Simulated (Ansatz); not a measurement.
Reaction (ligand exchange at the Si–Se bond): `CO[SiH](F)[SeH]` + CH₃OH → `CO[SiH](F)OC` + H₂Se

Calculated with Ansatz (gas phase, PBE0-D4/def2-TZVP geometries, no zero-point term in ΔE). CBS: MP2 limit from def2 TZ/QZ plus the TZ coupled-cluster correction, frozen cores. This one scheme is used for every species. Functionals use def2-TZVPP. For Se outer-core shells are correlated without core-valence functions, which leaves a few kJ/mol of doubt a bond. Scalar relativity is left out up to krypton. One conformer a species, not always the lowest.

CCSD(T)/CBS gives -56.5 kJ/mol.

(1) Another level gave -76.7 kJ/mol. Which?
A. CCSD/def2-TZVPP
B. ωB97X-V/def2-TZVPP
C. HF/def2-TZVPP
D. PBE-QIDH/def2-TZVPP

Largest T1 diagnostic among the species: 0.011.

## Answers

(1) C. HF/def2-TZVPP -76.7, ωB97X-V -60.4, PBE-QIDH -54.7, CCSD/def2-TZVPP -65.1 kJ/mol.

From BLYP to BHLYP (50 % exact exchange), in def2-TZVPP and without D4, ΔE moves by −9.7 kJ/mol. In def2-TZVPP, CCSD(T) changes the Hartree–Fock value by +14.3 kJ/mol (the triples alone add +2.8 kJ/mol) and MP2 by +18.6 kJ/mol.
